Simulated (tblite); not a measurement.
Run record: tight-binding relaxation, `[H]/N=C(\C)C(=C)Br`.

Computed with GFN2-xTB geometry optimisation, gas phase (tblite 0.8.0). Start geometry: from a force field or distance geometry. The command runs a driver script over a list of jobs; the input below is this job's line of settings and its coordinates in Å.

Command:
```bash
OMP_NUM_THREADS=1 python probes_run.py task.json out
```

Input:
```
{"job": {"kind": "relax", "xc": "GFN2-xTB", "basis": "xTB"}, "charge": 0, "multiplicity": 1}
C      2.056300     0.579300     0.043000
C      0.934400     0.042400     0.554800
Br     0.991900    -0.966000     2.140400
C     -0.359700     0.241200    -0.169500
C     -1.430900    -0.830000    -0.035800
N     -0.591000     1.295500    -0.875400
H      2.012700     1.168500    -0.875600
H      3.020800     0.477500     0.526400
H     -2.075400    -0.811300    -0.921600
H     -2.039700    -0.635600     0.850800
H     -0.989400    -1.827200     0.018800
H     -1.528700     1.264900    -1.282300
```

Output:
```
step      E/eV     max force
  0    -505.19047    1.996
  1    -505.25689    1.246
  2    -505.29061    0.422
  3    -505.30118    0.370
  4    -505.31422    0.342
  5    -505.32580    0.386
  6    -505.33325    0.225
  7    -505.33781    0.239
  8    -505.34198    0.172
  9    -505.34533    0.155
... (67 lines left out)
 77    -505.37607    0.034
 78    -505.37614    0.032
 79    -505.37620    0.027
 80    -505.37629    0.025
 81    -505.37639    0.020
 82    -505.37646    0.021
 83    -505.37649    0.011
 84    -505.37651    0.014
 85    -505.37652    0.015
 86    -505.37654    0.008
```

«max force» is the largest atomic force in eV/Å.

**Question.** From which step on does the largest force stay under 0.1 eV/Å, and how much energy is left to gain from there?

**Answer.** From step 36 (0.074 eV/Å), 9.8 meV above the end.

Summary of the converged run: energy lowered by 4.3 kcal/mol over 86 steps; largest atomic force 0.008 eV/Å at the end.

**Question.** Give the final coordinates.

**Answer.** 0.361 Å rms from the input after alignment:
```
atom  x, y, z in Å
C1     1.9947    0.7384    0.1645
C2     0.9252   -0.0027    0.4247
Br3    1.0273   -1.3307    1.7971
C4    -0.3558    0.1357   -0.2924
C5    -1.4840   -0.7742    0.0873
N6    -0.3898    1.0304   -1.1853
H7     1.9350    1.4833   -0.6101
H8     2.9229    0.6246    0.6966
H9    -2.3622   -0.5675   -0.5221
H10   -1.7410   -0.6382    1.1376
H11   -1.1929   -1.8150   -0.0515
H12   -1.2782    1.1154   -1.6724
```

The run took 0.69 s wall on Intel Xeon, one thread, no GPU, shared host.
Labels such as C1 count atoms from 1, the log's own numbers from 0.
